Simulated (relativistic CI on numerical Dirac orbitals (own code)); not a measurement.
# Energy levels of Yb⁴¹⁺

Method of calculation: Dirac-Coulomb-Breit CI, KLI orbitals optimised for each configuration, a model potential for QED, unscaled Slater integrals (own radial code, finite nucleus).

CI space (outside the closed core [Ar]): 3d¹⁰4s, 3d¹⁰4p, 3d¹⁰4d, 3d¹⁰4f, 3d¹⁰5s, 3d¹⁰5p, 3d¹⁰5d, 3d¹⁰5f, 3d¹⁰5g, 3d⁹4p², 3d¹⁰6s, 3d¹⁰6p, 3d¹⁰6d, 3d⁸4s4p², 3d⁹4s², 3d⁹4p4d. Levels of other configurations are missing.

```
No.  Configuration  Term     J   E (eV)   %           jj configuration (%)
 41     3d⁹4p²(3P)    ⁴F   9/2  1650.48  64          3d5/2^5 4p3/2^2 (100)
 42     3d⁹4p²(1D)    ²F   7/2  1650.87  60           3d5/2^5 4p3/2^2 (99)
 43     3d⁹4p²(3P)    ²P   1/2  1651.74  72           3d5/2^5 4p3/2^2 (99)
 44     3d⁹4p²(1D)    ²D   5/2  1654.18  67           3d5/2^5 4p3/2^2 (99)
 45     3d⁹4p²(3P)    ²P   3/2  1654.56  53           3d5/2^5 4p3/2^2 (99)
 46     3d⁹4p²(1S)    ²D   5/2  1663.34  69           3d5/2^5 4p3/2^2 (99)
 47        3d⁹4p4d   ⁴P°   1/2  1696.36  65       3d5/2^5 4p1/2 4d3/2 (98)
 48        3d⁹4p4d   ⁴D°   3/2  1699.07  36       3d5/2^5 4p1/2 4d3/2 (98)
 49     3d⁹4p²(1D)    ²D   3/2  1700.19  35  3d3/2^3 3d5/2^6 4p3/2^2 (100)
 50        3d⁹4p4d   ²H°   9/2  1700.67  41      3d5/2^5 4p1/2 4d3/2 (100)
 51     3d⁹4p²(3P)    ⁴P   1/2  1701.52  56  3d3/2^3 3d5/2^6 4p3/2^2 (100)
 52     3d⁹4p²(3P)    ²F   7/2  1701.93  39  3d3/2^3 3d5/2^6 4p3/2^2 (100)
 53     3d⁹4p²(1D)    ²F   5/2  1702.27  38   3d3/2^3 3d5/2^6 4p3/2^2 (99)
 54        3d⁹4p4d   ⁴F°   5/2  1702.39  32       3d5/2^5 4p1/2 4d3/2 (99)
 55        3d⁹4p4d   ⁴G°   7/2  1703.18  27      3d5/2^5 4p1/2 4d3/2 (100)
 56     3d⁹4p²(1S)    ²D   3/2  1713.41  72   3d3/2^3 3d5/2^6 4p3/2^2 (99)
 57        3d⁹4p4d   ⁴P°   3/2  1715.36  31       3d5/2^5 4p1/2 4d3/2 (93)
 58        3d⁹4p4d   ²F°   7/2  1716.91  32       3d5/2^5 4p1/2 4d3/2 (99)
 59        3d⁹4p4d   ²D°   5/2  1719.10  27       3d5/2^5 4p1/2 4d3/2 (97)
 60        3d⁹4p4d   ²P°   1/2  1723.25  47       3d5/2^5 4p1/2 4d5/2 (96)
 61        3d⁹4p4d   ⁴F°   9/2  1723.68  59       3d5/2^5 4p1/2 4d5/2 (99)
 62        3d⁹4p4d   ²D°   3/2  1723.85  51       3d5/2^5 4p1/2 4d5/2 (92)
 63        3d⁹4p4d   ⁴H°  11/2  1724.98  42       3d5/2^5 4p1/2 4d5/2 (96)
 64        3d⁹4p4d   ²D°   5/2  1727.54  30       3d5/2^5 4p1/2 4d5/2 (97)
 65        3d⁹4p4d   ²G°   7/2  1728.31  27       3d5/2^5 4p1/2 4d5/2 (96)
 66        3d⁹4p4d   ²D°   3/2  1728.85  31       3d5/2^5 4p1/2 4d5/2 (96)
 67        3d⁹4p4d   ⁴D°   7/2  1728.90  41       3d5/2^5 4p1/2 4d5/2 (99)
 68        3d⁹4p4d   ²F°   5/2  1729.32  39       3d5/2^5 4p1/2 4d5/2 (96)
 69        3d⁹4p4d   ⁴G°   9/2  1730.02  33       3d5/2^5 4p1/2 4d5/2 (96)
 70        3d⁹4p4d   ⁴D°   1/2  1739.21  59       3d5/2^5 4p1/2 4d5/2 (60)
```

Energies count from the lowest computed level; ° marks odd parity. Percentages are summed over parent terms; the parents shown are those of the largest component, closed shells are left out there. Filled j subshells are mostly left out of the jj labels.

The mean weight of the leading LS term, summed over parents, in these 30 levels is 46 %, and that of the leading jj configuration (from the same eigenvectors) 97 %, so jj coupling describes them better and the LS labels are nominal.

At this charge energies of transitions that change n are usually good to better than 1 %, and those within a shell (Δn = 0) to a few per cent.

LS names give the leading component of a level, which can be under half, so a name can repeat, a term be missing and a line seem to break the LS rules.
